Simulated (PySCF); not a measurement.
Harmonic spectrum computed at PBE in the def2-SVP basis family (core potentials from Rb on, PySCF, no spin–orbit coupling):

```json
{"ω (cm⁻¹)": "144", "IR (km/mol, summed over degenerate members)": "0.0", "degeneracy": "2"}
{"ω (cm⁻¹)": "149", "IR (km/mol, summed over degenerate members)": "74.5", "degeneracy": "3"}
{"ω (cm⁻¹)": "660", "IR (km/mol, summed over degenerate members)": "0.0", "degeneracy": "1"}
{"ω (cm⁻¹)": "687", "IR (km/mol, summed over degenerate members)": "477", "degeneracy": "3"}
```

**Question.** Which molecule gave it? In each, all ligands are bound to the one heavy central atom.
A. ClF₄ (doublet)
B. SeF₄ (singlet)
C. AsF₄ (doublet)
D. WF₄ (singlet)
E. ZrF₄ (singlet)

**Answer.** E. It has Td symmetry with Zr–F 1.909 Å (×4).
